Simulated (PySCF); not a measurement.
Ligand exchange on a metal centre used in film growth or etching (Zn Cl-F). All species are isolated molecules in the gas phase.

The charge on the central atom (meta-Löwdin) from two functionals at the same geometries (TPSS-D3(BJ)/def2-SVP), both in PySCF: PBE-D3(BJ)/def2-TZVP and TPSSh-D3(BJ)/def2-TZVP. 

```json
[
 {"species": "0 of 2 Cl replaced by F ([Zn(Cl)2])", "PBE-D3(BJ)/def2-TZVP (e)": "1.19", "TPSSh-D3(BJ)/def2-TZVP (e)": "1.23"},
 {"species": "1 of 2 Cl replaced by F ([Zn(Cl)(F)])", "PBE-D3(BJ)/def2-TZVP (e)": "1.28", "TPSSh-D3(BJ)/def2-TZVP (e)": "1.32"},
 {"species": "2 of 2 Cl replaced by F", "PBE-D3(BJ)/def2-TZVP (e)": "1.37", "TPSSh-D3(BJ)/def2-TZVP (e)": "1.42"}
]
```

Over these rows, drawn at random from the members with no instability flagged (it was tested for open shells, ions and some series alone), PBE minus TPSSh-D3(BJ): mean -0.05 e, from -0.05 e to -0.05 e.
